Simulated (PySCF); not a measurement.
H2O3Si, SMILES O=[Si](O)O.

Geometry: B3LYP-D3(BJ)/def2-SVP. One conformer was computed; it need not be the lowest.

Two levels are set side by side: TDDFT-PBE/def2-SVPD (PySCF) and TDDFT-ωB97X/def2-SVPD (PySCF). Vertical, same geometry. The lowest singlet is HOMO→LUMO 100 % with PBE and HOMO→LUMO 89 % with the other functional; states are paired by order. Differences are taken from unrounded values.

| quantity | TDDFT-ωB97X |
|---|---|
| lowest singlet excitation (eV) | 6.01 |
| lowest triplet excitation (TDA) (eV) | 5.63 |
| first bright state (f over 0.05) (eV) | 8.34 |
| its oscillator strength | 0.15 |

Task: What does TDDFT-PBE give, and how far is it from TDDFT-ωB97X? (The exact figures need the calculation; the answer reports its results.)

Result: 
```csv
quantity,TDDFT-PBE,TDDFT-PBE minus TDDFT-ωB97X
lowest singlet excitation (eV),4.88,-1.13
lowest triplet excitation (TDA) (eV),4.55,-1.08
first bright state (f over 0.05) (eV),7.73,-0.60
its oscillator strength,0.16,0.01
```

A lower first singlet is the usual sign of a functional without exact exchange. Differences between two approximate levels are no errors against the true value.

Rough cost on one machine, each run with all the roots and properties that it gave: TDDFT-ωB97X against TDDFT-PBE about 6 times.
